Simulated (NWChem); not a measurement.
System: CH3BF2O; SMILES FCB(O)F

Input file for NWChem:

```
start job
memory heap 200 mb stack 900 mb global 1100 mb
geometry units angstroms noautosym nocenter noautoz
  O      1.346020    -0.645459    -0.000255
  B      0.006817    -0.595758    -0.000283
  F     -0.685173    -1.728035     0.000424
  C     -0.749281     0.793767    -0.001367
  F      0.187262     1.818384     0.000696
  H      1.703675     0.253078    -0.000499
  H     -1.398498     0.900339    -0.888851
  H     -1.402391     0.900083     0.883252
end
basis spherical
  * library def2-tzvp
end
dft
  xc xpbe96 cpbe96
  iterations 150
  semidirect filesize 400000000
end
property
  efieldgrad
end
task dft property
```

Output (shortened):

```
             Northwest Computational Chemistry Package (NWChem) 7.3.0
             --------------------------------------------------------

                             Geometry "geometry" -> ""
                             -------------------------

 Output coordinates in angstroms (scale by  1.889725989 to convert to a.u.)

  No.       Tag          Charge          X              Y              Z
 ---- ---------------- ---------- -------------- -------------- --------------
    1 O                    8.0000     1.34602000    -0.64545900    -0.00025500
    2 B                    5.0000     0.00681700    -0.59575800    -0.00028300
    3 F                    9.0000    -0.68517300    -1.72803500     0.00042400
    4 C                    6.0000    -0.74928100     0.79376700    -0.00136700
    5 F                    9.0000     0.18726200     1.81838400     0.00069600
    6 H                    1.0000     1.70367500     0.25307800    -0.00049900
    7 H                    1.0000    -1.39849800     0.90033900    -0.88885100
    8 H                    1.0000    -1.40239100     0.90008300     0.88325200

 Effective nuclear repulsion energy (a.u.)     167.8789630130

  pbe96 is a nonlocal functional; adding pw91lda local functional.
                              NWChem Property Module
                              ----------------------

  itol2e modified to match energy
  convergence criterion.

                                 NWChem DFT Module
                                 -----------------

 Summary of "ao basis" -> "ao basis" (spherical)
 ------------------------------------------------------------------------------
       Tag                 Description            Shells   Functions and Types
 ---------------- ------------------------------  ------  ---------------------
 O                         def2-tzvp                11       31   5s3p2d1f
 B                         def2-tzvp                11       31   5s3p2d1f
 F                         def2-tzvp                11       31   5s3p2d1f
 C                         def2-tzvp                11       31   5s3p2d1f
 H                         def2-tzvp                 4        6   3s1p

  itol2e modified to match energy
  convergence criterion.

            General Information
            -------------------
          SCF calculation type: DFT
          Wavefunction type:  closed shell.
          No. of atoms     :     8
          No. of electrons :    40
           Alpha electrons :    20
            Beta electrons :    20
          Charge           :     0
          Spin multiplicity:     1
          Use of symmetry is: off; symmetry adaption is: off
          Maximum number of iterations: 150
          AO basis - number of functions:   173
                     number of shells:    67
          Convergence on energy requested:  1.00D-07
          Convergence on density requested:  1.00D-05
          Convergence on gradient requested:  5.00D-04

              XC Information
              --------------
          PerdewBurkeErnzerhof Exchange Functional  1.000
            Perdew 1991 LDA Correlation Functional  1.000 local
           PerdewBurkeErnz. Correlation Functional  1.000 non-local

             Grid Information
             ----------------
          Grid used for XC integration:  fine
          Radial quadrature: Mura-Knowles
          Angular quadrature: Lebedev.
          Tag              B.-S. Rad. Rad. Pts. Rad. Cut. Ang. Pts.
          ---              ---------- --------- --------- ---------
          O                   0.60       70          10.0       590
          B                   0.85       70           9.0       590
          F                   0.50       70          10.0       590
          C                   0.70       70           9.0       590
          H                   0.35       60          10.0       590
          Grid pruning is: on
          Number of quadrature shells:   530
          Spatial weights used:  Erf1

      Superposition of Atomic Density Guess
      -------------------------------------

 Sum of atomic energies:        -337.32593264

      Non-variational initial energy
      ------------------------------

 Total energy =    -339.089298
 1-e energy   =    -799.073415
 2-e energy   =     292.105154
 HOMO         =      -0.381679
 LUMO         =       0.058417

------------------------------------------------------------
EAF file 0: "./job.aoints.0" size=346030080 bytes
------------------------------------------------------------
               write      read    awrite     aread      wait
               -----      ----    ------     -----      ----
     calls:      660         0         0         0         0
   data(b): 3.46e+08  0.00e+00  0.00e+00  0.00e+00
   time(s): 0.00e+00  0.00e+00  0.00e+00  0.00e+00  0.00e+00
rate(mb/s): 0.00e+00  0.00e+00
------------------------------------------------------------

   convergence    iter        energy       DeltaE   RMS-Dens  Diis-err
 ---------------- ----- ----------------- --------- --------- ---------
 d= 0,ls=0.0,diis     1   -339.4347966381 -5.07D+02  7.39D-03  1.55D+00
 d= 0,ls=0.0,diis     2   -339.1948300260  2.40D-01  4.58D-03  4.34D+00
 d= 0,ls=0.0,diis     3   -339.5628552820 -3.68D-01  7.48D-04  1.00D-01
 d= 0,ls=0.0,diis     4   -339.5686221724 -5.77D-03  4.06D-04  2.12D-02
 d= 0,ls=0.0,diis     5   -339.5701478723 -1.53D-03  1.28D-04  3.87D-03
  Resetting Diis
 d= 0,ls=0.0,diis     6   -339.5704483144 -3.00D-04  3.98D-05  7.98D-05
 d= 0,ls=0.0,diis     7   -339.5704555174 -7.20D-06  2.31D-05  1.00D-05
 d= 0,ls=0.0,diis     8   -339.5704542728  1.24D-06  1.45D-05  2.39D-05
 d= 0,ls=0.0,diis     9   -339.5704564765 -2.20D-06  1.92D-06  6.20D-07
 d= 0,ls=0.0,diis    10   -339.5704565262 -4.96D-08  4.59D-07  3.64D-08

         Total DFT energy =     -339.570456526152
      One electron energy =     -802.364550990383
           Coulomb energy =      334.760271054331
    Exchange-Corr. energy =      -39.845139603112
 Nuclear repulsion energy =      167.878963013012

 Numeric. integr. density =       39.999999539644

                       DFT Final Molecular Orbital Analysis
                       ------------------------------------

 Vector   18  Occ=2.000000D+00  E=-3.241182D-01
              MO Center=  9.1D-01, -6.9D-01, -2.2D-04, r^2= 1.6D+00
   Bfn.  Coefficient  Atom+Function         Bfn.  Coefficient  Atom+Function
  ----- ------------  ---------------      ----- ------------  ---------------
     8      0.413022  1 O  pz                11      0.342275  1 O  pz
    14      0.239961  1 O  pz                70     -0.211760  3 F  pz
    73     -0.168385  3 F  pz                76     -0.116948  3 F  pz
   132     -0.104135  5 F  pz                39      0.102785  2 B  pz
   135     -0.083816  5 F  pz                42      0.065723  2 B  pz

 Vector   19  Occ=2.000000D+00  E=-3.096606D-01
              MO Center= -3.3D-01,  1.3D+00, -4.7D-04, r^2= 1.9D+00
   Bfn.  Coefficient  Atom+Function         Bfn.  Coefficient  Atom+Function
  ----- ------------  ---------------      ----- ------------  ---------------
   132      0.391401  5 F  pz               135      0.310105  5 F  pz
   138      0.234003  5 F  pz               101     -0.203610  4 C  pz
   163      0.176210  7 H  s                169     -0.176256  8 H  s
   104     -0.149524  4 C  pz               164      0.138477  7 H  s
   170     -0.138620  8 H  s                162      0.108824  7 H  s

[...]

          -----------------------
          Electric field gradient
          -----------------------

 1 a.u. = 0.324123 10**(16) esu/cm**3  ( or statvolts/cm**2 ) = 0.97174 10**(22) v/m**2

 ------------------------------------------------------------
   Atom      X         Y         Z
 ------------------------------------------------------------
    1 O    2.54361  -1.21974  -0.00048
 ------------------------------------------------------------

 Electric field gradient in molecular frame (a.u.)
         XX             YY             ZZ             XY             XZ             YZ
 ------------------------------------------------------------------------------------------
       -0.148019      -0.417255       0.565275      -0.818209       0.000388       0.000114

 Principal components (a.u.) and orientation
 of principal axis w.r.t. absolute frame                      Asymmetry parameter eta
 --------------------------------------------------------------------------------------
       -1.111847       0.565277       0.546569                       0.016826

        0.647169       0.009155       0.762292
        0.762347      -0.007508      -0.647125
       -0.000202       0.999930      -0.011838

 ------------------------------------------------------------
   Atom      X         Y         Z
 ------------------------------------------------------------
    2 B    0.01288  -1.12582  -0.00053
 ------------------------------------------------------------

 Electric field gradient in molecular frame (a.u.)
         XX             YY             ZZ             XY             XZ             YZ
 ------------------------------------------------------------------------------------------
        0.173243       0.160499      -0.333742      -0.081706       0.000056      -0.000325

 Principal components (a.u.) and orientation
 of principal axis w.r.t. absolute frame                      Asymmetry parameter eta
 --------------------------------------------------------------------------------------
       -0.333742       0.248826       0.084917                       0.491125

       -0.000005       0.734082       0.679061
        0.000657      -0.679060       0.734082
        1.000000       0.000450      -0.000479

 ------------------------------------------------------------
   Atom      X         Y         Z
 ------------------------------------------------------------
    3 F   -1.29479  -3.26551   0.00080
 ------------------------------------------------------------

 Electric field gradient in molecular frame (a.u.)
         XX             YY             ZZ             XY             XZ             YZ
 ------------------------------------------------------------------------------------------
        0.449839      -0.637855       0.188016      -1.047215       0.000592       0.000786

 Principal components (a.u.) and orientation
 of principal axis w.r.t. absolute frame                      Asymmetry parameter eta
 --------------------------------------------------------------------------------------
       -1.274020       1.086004       0.188017                       0.704845

        0.519190       0.854659       0.000254
        0.854658      -0.519191       0.000629
       -0.000670       0.000109       1.000000

 ------------------------------------------------------------
   Atom      X         Y         Z
 ------------------------------------------------------------
    4 C   -1.41594   1.50000  -0.00258
 ------------------------------------------------------------

 Electric field gradient in molecular frame (a.u.)
         XX             YY             ZZ             XY             XZ             YZ
 ------------------------------------------------------------------------------------------
       -0.101219      -0.083881       0.185100      -0.488201      -0.000724      -0.001102

 Principal components (a.u.) and orientation
 of principal axis w.r.t. absolute frame                      Asymmetry parameter eta
 --------------------------------------------------------------------------------------
       -0.580830       0.395728       0.185102                       0.362630

        0.713355      -0.700799      -0.002128
        0.700801       0.713357      -0.000235
        0.001683      -0.001324       0.999998

 ------------------------------------------------------------
   Atom      X         Y         Z
 ------------------------------------------------------------
    5 F    0.35387   3.43625   0.00132
 ------------------------------------------------------------

 Electric field gradient in molecular frame (a.u.)
         XX             YY             ZZ             XY             XZ             YZ
 ------------------------------------------------------------------------------------------
       -0.641382      -0.843906       1.485289      -2.145803      -0.004259      -0.005042

 Principal components (a.u.) and orientation
 of principal axis w.r.t. absolute frame                      Asymmetry parameter eta
 --------------------------------------------------------------------------------------
       -2.890845       1.485300       1.405544                       0.027589

        0.690239       0.002574       0.723577
        0.723580      -0.004536      -0.690226
        0.001505       0.999986      -0.004994

 ------------------------------------------------------------
   Atom      X         Y         Z
 ------------------------------------------------------------
    6 H    3.21948   0.47825  -0.00094
 ------------------------------------------------------------

 Electric field gradient in molecular frame (a.u.)
         XX             YY             ZZ             XY             XZ             YZ
 ------------------------------------------------------------------------------------------
        0.113404      -0.354257       0.240853      -0.250057       0.000066       0.000177

 Principal components (a.u.) and orientation
 of principal axis w.r.t. absolute frame                      Asymmetry parameter eta
 --------------------------------------------------------------------------------------
       -0.462779       0.240853       0.221926                       0.040898

        0.398113      -0.000348       0.917336
        0.917336       0.000443      -0.398113
       -0.000268       1.000000       0.000496

 ------------------------------------------------------------
   Atom      X         Y         Z
 ------------------------------------------------------------
    7 H   -2.64278   1.70139  -1.67968
 ------------------------------------------------------------

 Electric field gradient in molecular frame (a.u.)
         XX             YY             ZZ             XY             XZ             YZ
 ------------------------------------------------------------------------------------------
       -0.003279       0.128316      -0.125038       0.009921      -0.192986       0.038240

 Principal components (a.u.) and orientation
 of principal axis w.r.t. absolute frame                      Asymmetry parameter eta
 --------------------------------------------------------------------------------------
       -0.269907       0.149859       0.120048                       0.110452

        0.586092       0.596980       0.547824
       -0.091905      -0.622777       0.776983
        0.805015      -0.505731      -0.310139

 ------------------------------------------------------------
   Atom      X         Y         Z
 ------------------------------------------------------------
    8 H   -2.65013   1.70091   1.66910
 ------------------------------------------------------------

 Electric field gradient in molecular frame (a.u.)
         XX             YY             ZZ             XY             XZ             YZ
 ------------------------------------------------------------------------------------------
       -0.004973       0.128349      -0.123376       0.010041       0.193537      -0.038137

 Principal components (a.u.) and orientation
 of principal axis w.r.t. absolute frame                      Asymmetry parameter eta
 --------------------------------------------------------------------------------------
       -0.269937       0.149876       0.120061                       0.110452

       -0.589615       0.594771       0.546444
        0.091703      -0.622885       0.776920
        0.802462       0.508194       0.312720
```

Level: PBE/def2-TZVP. Structure relaxed at the PBE0/def2-SVP level. NWChem prints the field gradient with the sign opposite to the second derivative of the potential.
